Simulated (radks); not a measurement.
Task: Coulomb parameter of the 5d shell of the iridium ion Ir3+ in the model configuration [Xe] 4f14 5d5 6s1, as a second difference U = [E(n + 0.25) + E(n - 0.25) - 2 E(n)] / (0.25)^2 with all orbitals relaxed. "Bare": the charge of the atom changes with n. "Screened": the 6s shell takes up the change at fixed total charge, which measures U(5d,5d) + U(6s,6s) - 2 U(5d,6s). Calculated with a radial shooting solver on a logarithmic mesh with Libxc functionals: scalar-relativistic Kohn-Sham, PBEsol, spin-unpolarised, spherical densities, finite nucleus; Fermi nuclear charge, rms radius 5.4032 fm. Estimate both.

Result: U(bare) = 13.314 eV, U(screened by 6s) = 1.216 eV, against the Slater integral F0(5d,5d) = 16.254 eV with frozen orbitals.
